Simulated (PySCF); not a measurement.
C2H2F, doublet, geometry from GFN2-xTB; PySCF with BLYP/aug-cc-pVDZ.

Here is a job for PySCF.
```python
from pyscf import gto, scf, dft

mol = gto.M(
    atom='''
C     0.01269615    0.41171885   -0.01137087
C     1.19873388   -0.11100266   -0.02785296
F    -1.19104254   -0.12604551    0.03401395
H     1.37985501   -1.18518672   -0.00369633
H     2.07094770    0.51529918   -0.06708620
''',
    basis='aug-cc-pvdz',
    spin=1,
    verbose=4,
)

mf = dft.UKS(mol)
mf.xc = 'blyp'
mf.kernel()
```

The log (banner, timings and long lists left out):

```
PySCF version 2.14.0

[INPUT] verbose = 4
[INPUT] num. atoms = 5
[INPUT] num. electrons = 23
[INPUT] charge = 0
[INPUT] spin (= nelec alpha-beta = 2S) = 1
[INPUT] symmetry False subgroup None
[INPUT] Mole.unit = angstrom
[INPUT] Symbol           X                Y                Z      unit          X                Y                Z       unit  Magmom
[INPUT]  1 C      0.012696150000   0.411718850000  -0.011370870000 AA    0.023992246336   0.778035866821  -0.021487830098 Bohr   0.0
[INPUT]  2 C      1.198733880000  -0.111002660000  -0.027852960000 AA    2.265278729437  -0.209764626498  -0.052634466158 Bohr   0.0
[INPUT]  3 F     -1.191042540000  -0.126045510000   0.034013950000 AA   -2.250744203306  -0.238191493131   0.064277049915 Bohr   0.0
[INPUT]  4 H      1.379855010000  -1.185186720000  -0.003696330000 AA    2.607548060509  -2.239678307272  -0.006985051366 Bohr   0.0
[INPUT]  5 H      2.070947700000   0.515299180000  -0.067086200000 AA    3.913523971298   0.973774322413  -0.126774544738 Bohr   0.0

nuclear repulsion = 60.6636578371317
number of shells = 34
number of NR pGTOs = 127
number of NR cGTOs = 87
basis = aug-cc-pvdz
ecp = {}

******** <class 'pyscf.dft.uks.UKS'> ********
method = UKS
initial guess = minao
damping factor = 0
level_shift factor = 0
DIIS = <class 'pyscf.scf.diis.CDIIS'>
diis_start_cycle = 1
diis_space = 8
diis_damp = 0
SCF conv_tol = 1e-09
SCF conv_tol_grad = None
SCF max_cycles = 50
direct_scf = True
direct_scf_tol = 1e-13
number electrons alpha = 12  beta = 11
XC library pyscf.dft.libxc version 7.1.2
    S. Lehtola, C. Steigemann, M. J. T. Oliveira, and M. A. L. Marques,  SoftwareX 7, 1–5 (2018)
XC functionals = blyp
    A. D. Becke,  Phys. Rev. A 38, 3098 (1988)
    C. Lee, W. Yang, and R. G. Parr,  Phys. Rev. B 37, 785 (1988)
    B. Miehlich, A. Savin, H. Stoll, and H. Preuss,  Chem. Phys. Lett. 157, 200 (1989)
radial grids:
    Treutler-Ahlrichs [JCP 102, 346 (1995); DOI:10.1063/1.469408] (M4) radial grids

becke partition: Becke, JCP 88, 2547 (1988); DOI:10.1063/1.454033
pruning grids: <function nwchem_prune>
grids dens level: 3
symmetrized grids: False
atomic radii adjust function: <function treutler_atomic_radii_adjust>
small_rho_cutoff = 0
Set gradient conv threshold to 3.16228e-05
tot grids = 62120
init E= -177.408208573492

cycle= 1 E= -177.068618766461  delta_E= 0.34  |g|= 0.344  |ddm|= 2.76
cycle= 2 E= -176.905565525612  delta_E= 0.163  |g|= 0.652  |ddm|= 0.923
cycle= 3 E= -177.113060139823  delta_E= -0.207  |g|= 0.12  |ddm|= 0.723
cycle= 4 E= -177.121921660972  delta_E= -0.00886  |g|= 0.0315  |ddm|= 0.206
cycle= 5 E= -177.122112715959  delta_E= -0.000191  |g|= 0.0224  |ddm|= 0.0348
cycle= 6 E= -177.122312575398  delta_E= -0.0002  |g|= 0.00457  |ddm|= 0.0232
cycle= 7 E= -177.122324007861  delta_E= -1.14e-05  |g|= 0.000747  |ddm|= 0.00655
cycle= 8 E= -177.122325215313  delta_E= -1.21e-06  |g|= 0.000324  |ddm|= 0.00299
cycle= 9 E= -177.122325385441  delta_E= -1.7e-07  |g|= 7.82e-05  |ddm|= 0.00116
cycle= 10 E= -177.122325395412  delta_E= -9.97e-09  |g|= 1.59e-05  |ddm|= 0.000334
cycle= 11 E= -177.122325395575  delta_E= -1.63e-10  |g|= 6.91e-06  |ddm|= 4.94e-05
Extra cycle  E= -177.122325395521  delta_E= 5.46e-11  |g|= 1.25e-05  |ddm|= 1.94e-05
converged SCF energy = -177.122325395521  <S^2> = 0.75579586  2S+1 = 2.0057875
```
